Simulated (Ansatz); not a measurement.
Species: CH₂B₂, SMILES `B1=CB1` (charge 0, multiplicity 1), formula CH$_{2}$B$_{2}$.

Problem. How many basis functions does Ansatz (a first-principles code) with frozen-core CCSD(T)/cc-pVQZ // B3LYP-D3(BJ)/def2-TZVP use, how many core orbitals are frozen, and how many electrons are correlated?

Solution. 225 basis functions and 3 frozen orbitals, which leaves 12 correlated electrons. Core time is of the order of minutes.
